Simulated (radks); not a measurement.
Spherical jellium clusters: N electrons in a uniform positive sphere of charge N and radius rs N^(1/3), rs = 3.05 bohr. Method: non-relativistic Kohn-Sham, exchange-only LDA, spin-polarised, spherical densities; computed with a radial shooting solver with Libxc functionals. Levels are named by radial order and angular momentum (1s, 1p, 1d, 2s, ...), and open shells are averaged over m.

N = 31, configuration 1s2 1p6 1d10 2s2 1f(up 7, down 1) 2p(up 3, down 0). This is the lowest configuration that the search found. Occupied and some empty levels:

level,occupation,eigenvalue (eV),<r> (bohr)
1s up,1,-7.0476,5.882
1s down,1,-6.2145,5.850
1p up,3,-6.0303,6.908
1p down,3,-5.1868,6.852
1d up,5,-4.7254,7.665
2s up,1,-4.0227,6.378
1d down,5,-3.8604,7.593
1f up,7,-3.2038,8.335
2s down,1,-3.1239,6.307
2p up,3,-2.3751,7.749
1f down,1,-2.3100,8.291
1g up,0,-1.5291,9.062
2p down,0,-1.4687,8.115
2d up,0,-0.87092,10.05
3s up,0,-0.79884,10.98
1g down,0,-0.62156,9.147
3s down,0,-0.23670,13.42
2d down,0,-0.16005,11.94

Energy (eV): total -21.6631, kinetic 88.005, external -3201.8, Hartree 1568.3, exchange-correlation -113.78, background 1637.6.
